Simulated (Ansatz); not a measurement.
**The standard entropy of SeF6 (selenium hexafluoride) from a frequency calculation**

A singlet with charge 0, relaxed at HF/6-31G* (Cartesian functions) (Ansatz 0.2.0):

```xyz
7

F    -0.4908   -1.5691   -0.2879
Se    0.0000    0.0000    0.0000
F     1.3769   -0.5688    0.7526
F    -0.8056   -0.0162    1.4617
F    -1.3769    0.5688   -0.7526
F     0.4908    1.5691    0.2879
F     0.8056    0.0161   -1.4617
```

Harmonic wavenumbers in cm⁻¹: 277, 277, 277, 425, 425, 425, 461, 461, 461, 743, 743, 795, 887, 887, 887.

Masses in u: F 18.998, Se 78.971. Take T = 298.15 K, p = 1 bar, R = 8.3145 J/(mol K), kT/hc = 207.22 cm⁻¹, rigid rotor and harmonic oscillator.

Q: Compute the standard molar entropy.

A: 
1. Translation (Sackur–Tetrode): S = R[3/2 ln M + 5/2 ln T − 1.1517] with M = 192.959 gives 174.5 J/(mol K).
2. Rotation: principal moments 211.696, 211.700, 211.704 u Å² give A, B, C = 0.0796, 0.0796, 0.0796 cm⁻¹; the symmetry number is σ = 24; q = (√π/σ)√((kT/hc)³/ABC) = 9809; S = R(ln q + 3/2) = 88.9.
3. Vibration: with u = ν̃/207.22, each mode gives R[u/(eᵘ − 1) − ln(1 − e⁻ᵘ)]; the sum is 44.9, most from 277 cm⁻¹ (6.5), 277 cm⁻¹ (6.5), 277 cm⁻¹ (6.5).
4. Spin: R ln 1 = 0.0.
5. Sum: 174.5 + 88.9 + 44.9 + 0.0 = 308.3 J/(mol K).

No measured value is set beside it here. Unscaled Hartree–Fock wavenumbers run high.
